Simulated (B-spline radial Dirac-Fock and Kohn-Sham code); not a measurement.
## Energy-loss ionisation edge M3 (3p3/2) of Au

System: the Au atom, configuration [Xe] 4f14 5d10 6s1. Method: the first Born approximation with generalised oscillator strengths from a Dirac-Hartree-Slater potential (longitudinal and transverse terms; continuum final states only, so no white lines or fine structure). Computed with a radial atomic solver. The edge is taken at 2743.0 eV (tabulated value).

Edge shape dσ/dE in barn per eV:

```tsv
E − edge (eV)	60 kV, 100 mrad	80 kV, 50 mrad	100 kV, 50 mrad
1	0.766	0.478	0.475
3	0.849	0.536	0.531
6	0.933	0.593	0.588
10	1.01	0.646	0.640
15	1.10	0.695	0.689
20	1.18	0.736	0.731
30	1.32	0.792	0.788
40	1.38	0.808	0.806
50	1.40	0.806	0.805
65	1.40	0.795	0.796
80	1.39	0.784	0.785
100	1.36	0.768	0.770
125	1.32	0.746	0.749
150	1.29	0.723	0.726
200	1.21	0.679	0.683
250	1.15	0.640	0.645
300	1.08	0.602	0.608
```

For the first setting the maximum lies 65 eV above the edge. The intensity 300 eV above the edge is 77 % of the maximum.
